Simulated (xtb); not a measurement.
CClF, SMILES F[C]Cl (connectivity only; charge and spin as stated), neutral, multiplicity 1. All values are semi-empirical tight-binding results from xtb (GFN2-xTB unless named), good for trends rather than for accurate numbers. Coordinates come from a GFN2-xTB optimisation. The isomer is the one that the SMILES or the coordinates give; other isomers of the formula were not compared.

Optimised geometry:

```xyz
3

F      0.2649    -1.4717     0.0000
C     -0.6517    -0.5216     0.0000
Cl     0.0898     0.9632     0.0000
```

Question: Estimate the properties. (Estimate from the structure and the level; the computed values follow.)

Answer: 
```yaml
point_group_as_xtb_finds_it: Cs
orbital_gap: 2.13 eV
dipole_moment: 1.64 D
zero_point_energy: 3.4 kcal/mol
G − E(el) at 298.15 K (modified RRHO): -12.4 kcal/mol
static polarisability (D4 model): 27.8 bohr³
solvation energy, GFN2-xTB/ALPB(water): 0.7 kcal/mol
solvation energy, GFN2-xTB/ALPB(methanol): -1.0 kcal/mol
```

Question: Give the atomic charges and the Wiberg bond orders between heavy atoms. (Estimate from the structure and the level; the computed values follow.)

Answer: charges (e) F1 -0.10, C2 0.07, Cl3 0.03. Bond orders F1–C2 1.22, C2–Cl3 1.42.
